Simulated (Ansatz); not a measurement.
Stretching the C5–H7 bond in C2H5B (SMILES BC=C) (multiplicity 1 held, fragments rigid). Energies count from the point at 1.086 Å.
Geometry at that point (charge 0, multiplicity 1):
```
atom    x (Å)    y (Å)    z (Å)
----  -------  -------  -------
B     -0.1923   0.1348   1.3423
H     -0.5044   1.2852   1.4115
H     -0.1370  -0.5154   2.3402
C      0.1272  -0.4665  -0.0333
C      0.0609   0.2767  -1.1477
H      0.4154  -1.5096  -0.1414
H      0.2806  -0.1186  -2.1346
H     -0.2211   1.3232  -1.1013
```

R- and RO- levels are restricted; in cc, def2 and unpolarised 6-31G sets they are followed outwards from rest. U- levels take the lowest unrestricted solution at each point, which mixes spins at long bonds. Levels need not reach the same state.

Correlated levels freeze the cores.

Programs: Ansatz (an electronic-structure program). 

One of these levels gives 120.07 kcal/mol for the energy at R = 3.474 Å. Which one is it?
A) U-HF/cc-pVDZ
B) R-HF/cc-pVDZ
C) R-SCS-MP2/cc-pVDZ
D) U-SCS-MP2/cc-pVDZ

D, U-SCS-MP2/cc-pVDZ. The others give 197.54 (R-HF/cc-pVDZ), 89.78 (U-HF/cc-pVDZ), 136.38 (R-SCS-MP2/cc-pVDZ)

Doubts at one or more of the structures used: a restricted determinant that unrestricted orbitals would lower (R-HF/cc-pVDZ, R-SCS-MP2/cc-pVDZ); a spin-contaminated determinant (U-HF/cc-pVDZ, U-SCS-MP2/cc-pVDZ).
